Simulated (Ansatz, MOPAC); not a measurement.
Species: SiN$_{3}$H$_{5}$Cl, net charge 0, doublet state. SMILES: [NH][Si](N)(N)Cl

Atoms: N1, Si2, N3, N4, Cl5, H6, H7, H8, H9, H10. Bonds: N1-Si2, N1-H6, Si2-N3, Si2-N4, Si2-Cl5, N3-H7, N3-H8, N4-H9, N4-H10.

Bond lengths (Å) and angles (degrees) optimised at AM1 with MOPAC; HF/STO-3G with Ansatz (a quantum-chemistry and plane-wave program); B3LYP/6-31G* with Ansatz, each started from the B3LYP-D3(BJ)/def2-TZVP structure (Ansatz) of the last column. A row stands for all coordinates that are equal there; 13 of 20 kinds are shown. 6-31G* holds six Cartesian d functions. No wavenumbers were computed at HF/STO-3G, so these may be saddle points.

```tsv
coordinate	AM1	HF/STO-3G	B3LYP/6-31G*	B3LYP-D3(BJ)/def2-TZVP
N1-Si2	1.709	1.795	1.759	1.744
N1-H6	0.973	1.053	1.029	1.023
Si2-N3	1.686	1.713	1.712	1.698
Si2-N4	1.684	1.702	1.711	1.699
Si2-Cl5	2.126	2.103	2.104	2.085
N3-H7	0.985	1.018	1.012	1.007
N3-H8	0.985	1.018	1.013	1.008
N4-H10	0.986	1.017	1.012	1.006
N1-Si2-N3	113.5	114.9	116.4	116.7
N1-Si2-N4	110.9	108.5	108.8	108.7
N1-Si2-Cl5	104.9	106.3	104.0	103.1
N3-Si2-N4	112.7	108.5	106.9	107.1
N3-Si2-Cl5	106.2	105.5	104.3	104.6
```

Mean signed difference of all 9 bond lengths from B3LYP-D3(BJ)/def2-TZVP: AM1 -0.018 Å, HF/STO-3G 0.018 Å, B3LYP/6-31G* 0.010 Å.
